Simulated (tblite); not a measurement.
A tight-binding relaxation on `CBCBC[SiH2]Br`.

Computed with GFN2-xTB geometry optimisation, gas phase (tblite 0.8.0). Start geometry: from a force field or distance geometry. The command runs a driver script over a list of jobs; the input below is this job's line of settings and its coordinates in Å.

Command:
```bash
OMP_NUM_THREADS=1 python probes_run.py task.json out
```

Input:
```
{"job": {"kind": "relax", "xc": "GFN2-xTB", "basis": "xTB"}, "charge": 0, "multiplicity": 1}
C      2.449100     0.406700    -1.158500
B      1.899900    -0.287600     0.154800
C      0.722700    -1.350300     0.122200
B     -0.525800    -0.782000     0.939800
C     -1.927700    -0.508400     0.257700
Si    -2.343200     1.311300     0.368800
Br    -0.856400     2.522100    -0.832900
H      1.875100     0.068300    -2.039100
H      3.518000     0.158800    -1.294200
H      2.324300     1.507700    -1.055100
H      2.395700    -0.018100     1.200900
H      0.409100    -1.539000    -0.930800
H      1.049100    -2.300600     0.578200
H     -0.394700    -0.569800     2.100700
H     -2.717300    -1.086200     0.766400
H     -1.899300    -0.797900    -0.807300
H     -3.687200     1.540300    -0.162100
H     -2.299900     1.731000     1.778900
```

Output:
```
step      E/eV     max force
  0    -553.31294    0.931
  1    -553.38420    0.578
  2    -553.44680    0.402
  3    -553.46470    0.374
  4    -553.47545    0.194
  5    -553.48109    0.177
  6    -553.48737    0.219
  7    -553.49192    0.204
  8    -553.49503    0.123
  9    -553.49749    0.108
... (81 lines left out)
 91    -553.53394    0.012
 92    -553.53399    0.013
 93    -553.53406    0.015
 94    -553.53412    0.015
 95    -553.53416    0.012
 96    -553.53418    0.010
 97    -553.53420    0.012
 98    -553.53422    0.012
 99    -553.53424    0.010
100    -553.53426    0.009
```

«max force» is the largest atomic force in eV/Å.

From which step on does the largest force stay under 0.1 eV/Å, and how much energy is left to gain from there?

From step 35 (0.095 eV/Å), 13.3 meV above the end.

Summary of the converged run: energy lowered by 5.1 kcal/mol over 100 steps; largest atomic force 0.009 eV/Å at the end.

Where do the atoms end?

0.338 Å rms from the input after alignment:
```
atom  x, y, z in Å
C1     2.3029    0.4468   -1.1126
B2     1.7505   -0.2154    0.1954
C3     0.7118   -1.4079    0.1483
B4    -0.5923   -1.0244    0.9220
C5    -1.8860   -0.5337    0.1833
Si6   -2.1132    1.3351    0.4082
Br7   -0.9682    2.4094   -1.1606
H8     2.0525   -0.0773   -2.0312
H9     3.3841    0.5706   -1.0771
H10    1.8961    1.4550   -1.2040
H11    2.1078    0.1832    1.2413
H12    0.5250   -1.7330   -0.8750
H13    1.1973   -2.2265    0.6849
H14   -0.6084   -1.0457    2.0975
H15   -2.7729   -0.9954    0.6216
H16   -1.8964   -0.7621   -0.8845
H17   -3.4948    1.7464    0.1719
H18   -1.6045    1.8813    1.6590
```

Time: 1.3 s. Hardware: one thread, Arm Neoverse N1 (aarch64) (shared host).
Labels such as C1 count atoms from 1, the log's own numbers from 0.
